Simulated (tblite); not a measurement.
Species: C6H12FGaO.
SMILES with atom numbers: `[CH2:1]=[CH:2][CH2:3][C:4]([CH3:5])([CH3:6])[O:7][GaH:8][F:9]` (hydrogens: H10, H11 on C1; H12 on C2; H13, H14 on C3; H15, H16, H17 on C5; H18, H19, H20 on C6; H21 on Ga8)

Computed with GFN2-xTB (tblite), gas phase: L-BFGS steps from a force-field or distance-geometry start until the largest atomic force falls under 0.01 eV/Å.

At the end of the run (lengths in Å): O7–Ga8 1.751, Ga8–F9 1.760, Ga8–H21 1.503, C3–C4 1.568, C4–O7 1.401, C6–H18 1.088, C3–H14 1.091, O7–Ga8–F9 122.8°, C4–O7–Ga8 130.0°, C5–C4–C6 110.3°, C2–C3–C4 110.1°, C1–C2–C3–C4 94°, C2–C3–C4–C5 -169°, C3–C4–O7–Ga8 52°, H21–Ga8–O7–C4 -161°, H18–C6–C4–C3 177°.

Question: These geometries were met on the way; a selection of coordinates is given. Order them by energy above the end point, lowest first.
A. O7–Ga8 1.848, Ga8–F9 1.726, Ga8–H21 1.610, C3–C4 1.583, C4–O7 1.452, C6–H18 1.066, C3–H14 1.094, O7–Ga8–F9 112.1°, C4–O7–Ga8 116.4°, C5–C4–C6 107.7°, C2–C3–C4 116.6°, C1–C2–C3–C4 120°, C2–C3–C4–C5 -178°, C3–C4–O7–Ga8 -75°, H21–Ga8–O7–C4 -15°, H18–C6–C4–C3 118°
B. O7–Ga8 1.778, Ga8–F9 1.776, Ga8–H21 1.506, C3–C4 1.546, C4–O7 1.421, C6–H18 1.081, C3–H14 1.097, O7–Ga8–F9 120.4°, C4–O7–Ga8 114.3°, C5–C4–C6 108.5°, C2–C3–C4 115.8°, C1–C2–C3–C4 119°, C2–C3–C4–C5 -177°, C3–C4–O7–Ga8 -89°, H21–Ga8–O7–C4 31°, H18–C6–C4–C3 118°
C. O7–Ga8 1.710, Ga8–F9 1.749, Ga8–H21 1.523, C3–C4 1.556, C4–O7 1.414, C6–H18 1.085, C3–H14 1.098, O7–Ga8–F9 111.5°, C4–O7–Ga8 144.3°, C5–C4–C6 109.3°, C2–C3–C4 113.1°, C1–C2–C3–C4 117°, C2–C3–C4–C5 174°, C3–C4–O7–Ga8 -30°, H21–Ga8–O7–C4 -34°, H18–C6–C4–C3 168°
D. O7–Ga8 2.041, Ga8–F9 1.969, Ga8–H21 1.687, C3–C4 1.490, C4–O7 1.371, C6–H18 1.134, C3–H14 1.133, O7–Ga8–F9 100.9°, C4–O7–Ga8 112.2°, C5–C4–C6 103.1°, C2–C3–C4 114.8°, C1–C2–C3–C4 119°, C2–C3–C4–C5 180°, C3–C4–O7–Ga8 -60°, H21–Ga8–O7–C4 -43°, H18–C6–C4–C3 113°
E. O7–Ga8 1.730, Ga8–F9 1.732, Ga8–H21 1.521, C3–C4 1.538, C4–O7 1.417, C6–H18 1.090, C3–H14 1.098, O7–Ga8–F9 116.8°, C4–O7–Ga8 130.9°, C5–C4–C6 110.9°, C2–C3–C4 114.4°, C1–C2–C3–C4 121°, C2–C3–C4–C5 179°, C3–C4–O7–Ga8 -74°, H21–Ga8–O7–C4 15°, H18–C6–C4–C3 129°

Answer: C (0.297 eV), E (0.503 eV), B (0.815 eV), A (1.344 eV), D (2.314 eV).

| step | E above end (eV) | rms distance from the end, all atoms (Å) | largest force (eV/Å) | rms shift of all bonds from the end (Å) |
| --- | --- | --- | --- | --- |
| 52 | 0.297 | 0.786 | 0.248 | 0.013 |
| 23 | 0.503 | 1.108 | 0.295 | 0.014 |
| 9 | 0.815 | 1.257 | 0.825 | 0.013 |
| 3 | 1.344 | 1.288 | 1.409 | 0.038 |
| 0 | 2.314 | 1.311 | 2.703 | 0.094 |

Rows stand in the order of the answer.
